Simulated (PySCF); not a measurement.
GeH3, SMILES [GeH3], multiplicity 2.

Geometry optimised at ωB97X-D3(BJ)/def2-TZVPD. The isomer is the one that the SMILES or the coordinates give; other isomers of the formula were not compared.

Level of theory: ωB97X-D3(BJ)/def2-TZVPD run with PySCF.

Frequencies are harmonic and unscaled.

Modes within 1.5 cm⁻¹ of each other (mostly degenerate sets) share a row, with their intensities summed.

| mode | ν (cm⁻¹) | IR (km/mol) | moving atoms (share of kinetic energy) |
|---|---|---|---|
| 1 | 727 | 54.1 | H 96 % |
| 2–3 | 874 | 112.1 | H 98 % |
| 4 | 2142 | 15.0 | H 100 % |
| 5–6 | 2171 | 330.4 | H 98 % |
